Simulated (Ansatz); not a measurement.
Input for Ansatz (a program for electronic structure): R-HF/def2-TZVPP on BeFH (SMILES [BeH][F]), atoms moved off the minimum.

Ansatz 0.2 input:
```yaml
crystal:
  periodic: [false, false, false]
  atoms:
    - {symbol: Be, position_ang: [0.02300200, 0.03478746, -0.74416251]}
    - {symbol: H, position_ang: [0.00992886, 0.01685322, -2.09654203]}
    - {symbol: F, position_ang: [0.01564026, 0.06125120, 0.59262390]}
basis:
  gaussian:
    orbitals: def2-TZVPP
hamiltonian:
  xc: {name: HF}
scf: {lower_state_search: off}
output: {forces: true}
```

The log:

```
WARN ansatz: RAYON_NUM_THREADS=1 ignored (pool sized by the plan → 1); use --threads N
Functional definition: HF
these checks for a lower state are left out or cut short: stability, starts, cluster_reference, orbital_swaps, neighbouring_geometries, increment
integrals: 0.01 GiB planned
416 factors; their error is unknown
mean field: 0.07 GiB planned
mean field evaluation 1: about -3121.2626 eV, gradient 3.0e1 eV
mean field evaluation 2: about -3122.5184 eV, gradient 2.1e1 eV
mean field evaluation 4: about -3123.0955 eV, gradient 2.6e-1 eV
mean field evaluation 8: about -3123.1505 eV, gradient 6.3e-5 eV
mean field -3123.15048353 eV, -114.7736633222 hartree, gradient 7.9e-7 eV, S^2 0.000000; 0 other end points of the search recorded, 0 dependent functions left out
the calculation of the forces begins
reference -3123.15048353 eV, -114.7736633222 hartree; 7, 7 occupied and 57, 57 virtual orbitals, 416 factors
Total energy: -3123.15048353 eV, -114.7736633222 hartree
Atom 0 at     0.023002     0.034787    -0.744163 Å, force    -0.033947    -0.009494    -1.383923 eV/Å
Atom 1 at     0.009929     0.016853    -2.096542 Å, force     0.021478    -0.002569     0.383462 eV/Å
Atom 2 at     0.015640     0.061251     0.592624 Å, force     0.012469     0.012062     1.000461 eV/Å
Dipole moment:     0.009493    -0.006531    -0.140190 e Å
Checks for a lower state left out: stability, starts, cluster_reference, orbital_swaps, neighbouring_geometries, increment
```

The calculation finished and met its thresholds.

Cost: very roughly 0.3 core-seconds.
